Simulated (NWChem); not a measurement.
A series in which one site is exchanged, each optimised at PBE0/def2-SVP with NWChem, gas phase unless a solvent is named. Some are not confirmed as minima by frequencies. def2 effective core potentials on In, I; no spin-orbit coupling.

A: [Cl][InH][Cl] (InHCl2; site = H)
B: [Cl][In]([Cl])[Br] (InBrCl$_{2}$; site = Br)
C: [Cl][In]([Cl])[I] (InICl₂; site = I)
D: [Cl][In]([Cl])[Cl] (InCl3; site = Cl)

| quantity | A | B | C | D |
|---|---|---|---|---|
| orbital gap (eV), PBE0/def2-SVP | 6.86 | 5.85 | 5.19 | [?] |
| vertical ionisation energy, ΔSCF, PBE0/def2-SVP (eV) | 11.00 | 11.00 | 10.37 | [?] |
| lowest singlet excitation, PBE0/def2-SVPD, TDA (eV) | 5.59 | 4.48 | 3.87 | [?] |

**Question.** Some entries are withheld; supply them.

**Answer.** 
- orbital gap (eV), PBE0/def2-SVP, D: 6.25
- vertical ionisation energy, ΔSCF, PBE0/def2-SVP (eV), D: 11.33
- lowest singlet excitation, PBE0/def2-SVPD, TDA (eV), D: 4.84
